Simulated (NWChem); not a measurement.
System: C4H4OS; SMILES Oc1cccs1

```xyz
10

O     -0.1586    -2.1578     0.0000
C     -0.2258    -0.8166     0.0000
C     -1.3765    -0.0744     0.0000
C     -1.1082     1.3254     0.0000
C      0.2239     1.6278     0.0000
S      1.1899     0.1938     0.0000
H      0.7580    -2.4520     0.0000
H     -2.3670    -0.5285     0.0000
H     -1.8875     2.0892     0.0000
H      0.7059     2.6037     0.0000
```
Atoms are numbered in this order, from 1.

Level: PBE0/def2-SVP (NWChem), optimised geometry, unscaled harmonic frequencies. 

```csv
frequency (cm⁻¹),IR intensity (km/mol)
101,121.2
264,0.5
373,7.6
511,13.1
562,2.1
568,3.8
678,57.4
717,15.6
751,3.1
815,19.6
861,14.9
918,0.0
1052,4.3
1087,4.3
1159,45.5
1268,4.4
1313,259.0
1421,25.6
1558,62.7
1656,97.9
3238,3.5
3260,0.4
3285,2.6
3896,118.4
```

| Quantity | Result |
|---|---|
| zero-point energy | 44.7 kcal/mol |
| thermal correction to the enthalpy at 298.15 K (with zero-point energy) | 48.8 kcal/mol |
| heat capacity Cv | 20.0 cal/(mol K) |
| entropy at 298.15 K and 1 atm (symmetry number 1) | 75.7 cal/(mol K) |
| dipole moment | 0.98 D |

Rigid rotor and harmonic oscillator.
